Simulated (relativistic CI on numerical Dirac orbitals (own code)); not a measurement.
## Co4+: K-beta X-ray emission

Computed with this model: Dirac-Coulomb-Breit CI, separate exchange-only KLI orbitals for each configuration, model QED, multiplet model of X-ray emission after core ionisation, unscaled Slater integrals; configurations [Ar] 3d5 → 1s 2s2 2p6 3s2 3p6 3d5 → [Ne] 3s2 3p5 3d5; 80 K; Lorentzian 2.24 eV and Gaussian 1 eV FWHM. Energies are those of the free ion, without screening or charge transfer. S is read from ⟨S²⟩ = S(S + 1).

Field parameters in Wybourne normalisation: Oh B⁴₀ = 21Dq, B⁴₄ = √(5/14) B⁴₀. The field is a parameter set, without covalency.

free ion: ground-state S = 2.50, centroid 7651.55 eV. Peaks (eV, height): 7631.8 (49), 7655.2 (33), 7660.0 (100).

Oh, 10Dq = 24750 cm⁻¹: ground-state S = 2.50, centroid 7651.55 eV. Peaks (eV, height): 7631.6 (48), 7656.2 (29), 7660.0 (100).

Strongest unbroadened transitions for free ion:

| Energy (eV) | Relative strength |
| --- | --- |
| 7631.42 | 50.1 |
| 7631.89 | 4.4 |
| 7631.96 | 35.5 |
| 7632.52 | 17.1 |
| 7632.87 | 0.3 |
| 7648.36 | 0.5 |
| 7648.44 | 0.6 |
| 7649.12 | 0.6 |
| 7654.71 | 0.9 |
| 7654.82 | 24.3 |
| 7655.13 | 0.7 |
| 7655.23 | 17.4 |
| 7655.55 | 10.8 |
| 7659.16 | 54.4 |
| 7659.27 | 0.5 |
| 7659.81 | 76.5 |
| 7659.92 | 0.7 |
| 7660.56 | 100.0 |
